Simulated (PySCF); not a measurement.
Correlation energy of Ne(3+) (neon, charge +3)

[He] 2s2 2p3, high-spin 4S determinant. Computed with PySCF 2.14 in aug-cc-pwCVDZ (5s4p2d, 27 functions), with the non-relativistic Hamiltonian (point nucleus). Frozen: 1s2; 5 electrons correlated.

MP2 pair energies summed by pair of shells (mhartree):

```json
{"pair": "2s-2p", "energy": "-53.39", "share (%)": "68.4"}
{"pair": "2p-2p", "energy": "-16.39", "share (%)": "21.0"}
{"pair": "2s-2s", "energy": "-8.25", "share (%)": "10.6"}
```

Total MP2 correlation energy: -78.04 mhartree.

Same-spin part -20.29 and opposite-spin part -57.75 mhartree; SCS-MP2 scales them by 1/3 and 6/5 to -76.06 mhartree.
